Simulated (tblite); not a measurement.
**Question.** Write Cartesian coordinates for `C=C[SiH2]C/C(C)=C/SC` as optimised with GFN2-xTB.

**Answer.** 
```xyz
23
C7H14SSi angstrom
C      3.0517    0.1805    1.6900
C      2.1209    0.5165    0.8107
Si     2.1677    0.1102   -1.0256
C      0.6034   -0.9200   -1.4352
C     -0.6465   -0.2035   -1.0389
C     -1.1665    0.8173   -1.9996
C     -1.2203   -0.4407    0.1374
S     -2.6429    0.4014    0.7567
C     -3.0607   -0.7169    2.1266
H      2.9810    0.4269    2.7392
H      3.9371   -0.3598    1.3954
H      1.2531    1.0607    1.1666
H      3.3541   -0.6875   -1.3548
H      2.1676    1.3518   -1.8105
H      0.6686   -1.8752   -0.9124
H      0.5813   -1.1326   -2.5040
H     -1.2401    0.3949   -3.0014
H     -0.4893    1.6700   -2.0458
H     -2.1467    1.1713   -1.6882
H     -0.8227   -1.1683    0.8280
H     -3.2648   -1.7099    1.7360
H     -2.2405   -0.7442    2.8392
H     -3.9503   -0.3151    2.6006
```

Any rigid rotation of these coordinates is as good. Atoms count from 1 in this order. The 2 C–S bonds span 1.765 Å (C7–S8, drawn single) to 1.817 Å (S8–C9, drawn single), a spread of 0.052 Å. Si3 (SiH2 silicon) is tetrahedral (angles from 107.7° to 110.9°). Of the pairs four or more bonds apart, S8···H19 is among the closest relative to their van der Waals radii: 2.61 Å, 87 % of the sum of Bondi's values. The C–C distances run from 1.324 Å (C1=C2, drawn double) to 1.495 Å (C5–C6, drawn single), a spread of 0.171 Å.

Bonds between heavy atoms (Å): C1=C2 1.324, C2–Si3 1.881, Si3–C4 1.917, C4–C5 1.494, C5–C6 1.495, C5=C7 1.330, C7–S8 1.765, S8–C9 1.817.

Structure optimised with GFN2-xTB, isolated species.

Point group: C1 (no symmetry element, even within 0.4 Å). Its lowest GFN2-xTB frequency is 14 cm⁻¹, too small to tell a flat minimum from a shallow saddle. The numbers are those of one conformer (C1–C2–Si3–C4 121°, C2–Si3–C4–C5 56°, Si3–C4–C5–C6 82°, C5–C7–S8–C9 166°). 3 starts were optimised and ended at 0.00, 0.47 and 0.53 kcal/mol (GFN2-xTB); the lowest of these is shown.

These are computed values.
